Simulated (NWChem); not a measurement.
Basis-set convergence for H3FTi

SMILES: [F][TiH3]
```xyz
5

Ti     0.4016    -0.0802     0.0000
F     -1.2873     0.2570     0.0000
H      1.0751     0.6110     1.4024
H      1.0751     0.6110    -1.4024
H      0.5996    -1.7710     0.0000
```
Charge 0, spin multiplicity 1.

All runs are NWChem calculations. All single points use one geometry, from PBE/def2-SVP, a minimum by its harmonic frequencies.

Quantity: dipole moment at the level PBE0.

The structure started from a generated list of species.

```csv
basis,functions,dipole moment (D)
3-21G,42,___
cc-pVDZ,72,___
aug-cc-pVDZ,109,0.75
def2-TZVPD,115,0.73
pcseg-2,128,___
def2-TZVPP,137,0.75
cc-pVTZ,140,0.72
aug-cc-pVTZ,208,0.72
```

Q: What belongs in the gaps?

A: 
- 3-21G, dipole moment (D): 0.14
- cc-pVDZ, dipole moment (D): 0.82
- pcseg-2, dipole moment (D): 0.77
